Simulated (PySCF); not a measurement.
Ti(H)3(SH) (H4STi), SMILES [TiH3][SH], multiplicity 1.

Coordinates come from a PBE-D3(BJ)/def2-TZVP optimisation. The multiplicity is an assumed one; other spin states were not compared.

Computed with PBE-D3(BJ)/def2-TZVP (PySCF).

Frequencies are harmonic and unscaled.

```tsv
mode	ν (cm⁻¹)	IR (km/mol)	moving atoms (share of kinetic energy)
1	144	0.0	H 98 %
2	240	15.4	H 85 %
3	345	6.7	H 92 %
4	387	6.1	H 60 %, S 26 %, Ti 14 %
5	537	6.2	H 69 %, S 22 %, Ti 9 %
6	560	175.1	H 76 %, Ti 16 %
7	603	103.0	H 95 %
8	628	77.0	H 99 %
9	1658	265.4	H 97 %
10	1676	282.0	H 97 %
11	1697	174.8	H 99 %
12	2473	9.6	H 97 %
```
